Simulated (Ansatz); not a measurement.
Basis-set extrapolation for ClH8NOSi3, SMILES `N[Si]([SiH3])(Cl)O[SiH3]` (PBE0-D4/def2-TZVP geometry, frozen core, Ansatz 0.2.0). Multiplicity 1, RHF reference.

```csv
,def2-TZVPP,def2-QZVPP
HF,-1460.565784,-1460.613092
MP2 correlation,-1.004249,-1.087361
CCSD(T) correlation,-1.116902,not run
```

Energies in hartree. Use E(X) = E(∞) + A·exp(−7.88·√X) for Hartree–Fock and E(X) = E(∞) + B·X^(−2.97) for correlation, with X = 3 and 4, and add CCSD(T) minus MP2 of the smaller set to the MP2 limit.

What is the CCSD(T) energy at the basis-set limit?

HF limit: -1460.613092 + (-0.047308) × 0.13774 = -1460.61961. MP2 limit: -1.087361 + (-0.083112) × 0.74074 = -1.14893. Higher-order term: -1.116902 − (-1.004249) = -0.11265. Total: -1461.88119 hartree, 521.2 kJ/mol below CCSD(T)/def2-TZVPP.
